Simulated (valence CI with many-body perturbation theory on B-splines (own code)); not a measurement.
**Tc V: electric-dipole lines**

Method: relativistic CI+MBPT: three valence electrons over a frozen Dirac-Fock core [Kr], radial functions for each j: 7 s, 7 p, 8 d, 6 f, 4 g, 1 h, with the one-electron correlation potential Σ1, the two-electron term Σ2, the three-electron term Σ3, Breit, model QED; selected CI, second order for the rest (own B-spline code, finite nucleus).

No measured spectrum was set against this ion. As an estimate, terms of the open shell hold to 2 to 4 % of their energy, and close levels can change places; different configurations can be misplaced against each other by 1,000 to 8,000 cm⁻¹. The list stops below the first excitations out of the core.

Lines 151 to 200 of 570 in falling wavelength, among levels below 248850 cm⁻¹, chosen from the strongest by gf and those to the six lowest levels. Wavelengths and rates use the calculated energies, so an error of 2000 cm⁻¹ moves a line at 154.5 nm by 3.1 % and its rate by three times that or more. Electric multipoles are in the length gauge, E1 and E2 with the static RPA response of the core. Weak lines are less certain than strong ones. Lines between different terms over intervals too small for the method are left out, as are lines whose strength nearly cancels. Where a level lies close to another of its J and parity, the split of strength between their lines is uncertain. The highest levels of a list are the least certain.

Names give the largest LS component (configuration and term), which can be under half, so a name can repeat, a term be missing and a line seem to break the LS rules; names also repeat where a configuration has a term twice. Letters in brackets count levels of one name in rising energy.

```
λ vac (nm)              Upper              Lower   A (s⁻¹)  S (a.u.) with core polarisation  S without
     154.5      4d²5p ⁴P°_3/2       4d²5s ²D_3/2  2.53e+08                         1.84e+00   2.20e+00
     154.0       4d5s² ²D_5/2  4d²5p ²F°_7/2 [a]  8.73e+06                         9.44e-02   1.12e-01
     154.0  4d²5p ²G°_7/2 [b]       4d²5s ²F_7/2  5.08e+07                         7.33e-01   8.68e-01
     153.9  4d²5p ⁴D°_5/2 [a]       4d²5s ⁴F_7/2  3.07e+08                         3.31e+00   3.97e+00
     153.9  4d²5p ²D°_5/2 [c]       4d²5s ²G_7/2  9.96e+06                         1.07e-01   1.29e-01
     153.7  4d²5p ⁴D°_7/2 [a]       4d²5s ⁴F_9/2  3.19e+08                         4.58e+00   5.49e+00
     153.5  4d²5p ²D°_3/2 [a]       4d²5s ⁴F_3/2  4.30e+08                         3.07e+00   3.68e+00
     153.4  4d²5p ⁴D°_7/2 [b]       4d²5s ⁴P_5/2  4.92e+08                         7.01e+00   8.36e+00
     152.8      4d²5p ⁴P°_5/2       4d²5s ²D_5/2  5.45e+08                         5.76e+00   6.86e+00
     152.8  4d²5p ²F°_7/2 [a]       4d²5s ⁴F_5/2  1.52e+08                         2.14e+00   2.55e+00
     152.6  4d²5p ²D°_3/2 [b]       4d²5s ⁴P_3/2  1.01e+08                         7.06e-01   8.41e-01
     152.5  4d²5p ²P°_3/2 [b]       4d²5s ²P_3/2  7.80e+08                         5.46e+00   6.43e+00
     152.4  4d²5p ²G°_7/2 [a]       4d²5s ⁴F_9/2  1.15e+07                         1.60e-01   1.92e-01
     152.3  4d²5p ⁴D°_5/2 [b]       4d²5s ²F_7/2  4.57e+07                         4.77e-01   5.65e-01
     152.1  4d²5p ²P°_3/2 [a]       4d²5s ²F_5/2  7.26e+07                         5.04e-01   5.98e-01
     151.8  4d²5p ⁴D°_1/2 [a]       4d²5s ⁴F_3/2  7.52e+08                         2.60e+00   3.11e+00
     151.4  4d²5p ²P°_1/2 [b]       4d²5s ²P_1/2  4.88e+08                         1.67e+00   1.96e+00
     151.3  4d²5p ²D°_3/2 [b]       4d²5s ⁴P_1/2  1.25e+08                         8.58e-01   1.02e+00
     151.2      4d²5p ⁴P°_1/2       4d²5s ⁴P_3/2  4.08e+08                         1.39e+00   1.66e+00
     151.2  4d²5p ⁴D°_3/2 [a]       4d²5s ⁴F_5/2  3.88e+08                         2.65e+00   3.17e+00
     150.9  4d²5p ²D°_5/2 [b]       4d²5s ⁴P_3/2  3.49e+08                         3.55e+00   4.23e+00
     150.9  4d²5p ²D°_5/2 [a]       4d²5s ⁴F_7/2  9.22e+07                         9.38e-01   1.13e+00
     150.8  4d²5p ²D°_5/2 [b]       4d²5s ⁴P_5/2  3.34e+08                         3.39e+00   4.03e+00
     150.7  4d²5p ²F°_5/2 [b]       4d²5s ²F_5/2  9.44e+07                         9.57e-01   1.12e+00
     150.5  4d²5p ⁴D°_5/2 [a]       4d²5s ⁴F_5/2  2.63e+08                         2.66e+00   3.18e+00
     150.0  4d²5p ²G°_9/2 [b]       4d²5s ²F_7/2  1.71e+08                         2.85e+00   3.33e+00
     150.0      4d²5p ⁴P°_1/2       4d²5s ⁴P_1/2  1.31e+08                         4.36e-01   5.20e-01
     149.9      4d²5p ⁴P°_3/2       4d²5s ⁴P_3/2  3.83e+07                         2.55e-01   3.06e-01
     149.8      4d²5p ⁴P°_3/2       4d²5s ⁴P_5/2  1.31e+08                         8.68e-01   1.04e+00
     149.6  4d²5p ⁴D°_3/2 [b]       4d²5s ²F_5/2  1.24e+07                         8.22e-02   9.70e-02
     149.5  4d²5p ⁴D°_7/2 [a]       4d²5s ⁴F_7/2  7.98e+07                         1.05e+00   1.26e+00
     149.3      4d²5p ⁴P°_5/2       4d²5s ²D_3/2  1.52e+08                         1.50e+00   1.78e+00
     149.1  4d²5p ⁴D°_7/2 [c]       4d²5s ⁴P_5/2  2.96e+07                         3.87e-01   4.69e-01
     149.0  4d²5p ⁴D°_3/2 [a]       4d²5s ⁴F_3/2  6.45e+07                         4.21e-01   5.05e-01
     149.0  4d²5p ⁴D°_7/2 [b]       4d²5s ²F_7/2  4.61e+07                         6.03e-01   7.06e-01
     148.7      4d²5p ⁴P°_3/2       4d²5s ⁴P_1/2  3.67e+08                         2.38e+00   2.84e+00
     148.7       4d5s² ²D_3/2      4d²5p ⁴F°_3/2  7.89e+06                         5.12e-02   6.10e-02
     148.2  4d²5p ²G°_7/2 [a]       4d²5s ⁴F_7/2  9.12e+07                         1.17e+00   1.40e+00
     148.1  4d²5p ²F°_5/2 [c]       4d²5s ²P_3/2  1.94e+07                         1.87e-01   2.20e-01
     147.4  4d²5p ²F°_7/2 [b]       4d²5s ²G_7/2  1.18e+08                         1.49e+00   1.77e+00
     147.4  4d²5p ²G°_7/2 [b]       4d²5s ²F_5/2  1.19e+08                         1.50e+00   1.77e+00
     147.4  4d²5p ²G°_9/2 [a]       4d²5s ⁴F_9/2  1.24e+08                         1.95e+00   2.33e+00
     147.2  4d²5p ²D°_3/2 [c]       4d²5s ²D_5/2  8.48e+06                         5.34e-02   6.28e-02
     147.1  4d²5p ²F°_7/2 [b]       4d²5s ²G_9/2  7.22e+08                         9.07e+00   1.08e+01
     146.5  4d²5p ²D°_5/2 [b]       4d²5s ²F_7/2  3.77e+07                         3.51e-01   4.13e-01
     145.3  4d²5p ²D°_5/2 [c]       4d²5s ²D_5/2  1.10e+07                         1.00e-01   1.20e-01
     145.0      4d²5p ⁴P°_5/2       4d²5s ⁴P_3/2  1.41e+08                         1.28e+00   1.52e+00
     145.0  4d²5p ⁴D°_7/2 [c]       4d²5s ²F_7/2  2.97e+07                         3.57e-01   4.17e-01
     144.9      4d²5p ⁴P°_5/2       4d²5s ⁴P_5/2  3.03e+07                         2.73e-01   3.29e-01
     143.9  4d²5p ²D°_3/2 [c]       4d²5s ²D_3/2  2.50e+07                         1.47e-01   1.73e-01
```
